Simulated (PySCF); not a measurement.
19F chemical shifts

Theory: GFN2-xTB structure, PBE0/pcSseg-1 with gauge-including orbitals, in PySCF 2.14 (fast rotation and ring inversion assumed for equivalent nuclei, no solvent, one computed conformer, no relativistic terms).

Shieldings were converted by a linear fit to measured shifts: 19F (scatter 6.0 ppm rms, 7.0 ppm with the 5 outliers that the fit left out vs CFCl3, solution or neat liquid, with a term for F on sp3 carbon). Occasional misses reach two or three times the rms, and more in compound classes unlike the fitted ones.

Problem. Match the shifts -58.9, -90.0, -116.1, -124.1, -210.5 ppm to `C=C/C(C=O)=C/F`, `C=CC(F)F`, `Fc1[pH]c([SiH3])cc1[SiH3]`, `F[C@@H]1C[C@H]1F`, `C=C1C=C(OC(F)(F)F)C1=C`.

Solution. -58.9: C=C1C=C(OC(F)(F)F)C1=C (fluorine of an OCF3 group); -90.0: Fc1[pH]c([SiH3])cc1[SiH3] (fluorine on an unsaturated ring); -116.1: C=C/C(C=O)=C/F (vinylic fluorine); -124.1: C=CC(F)F (fluorine of a CF2 group); -210.5: F[C@@H]1C[C@H]1F (fluorine on an sp3 carbon).
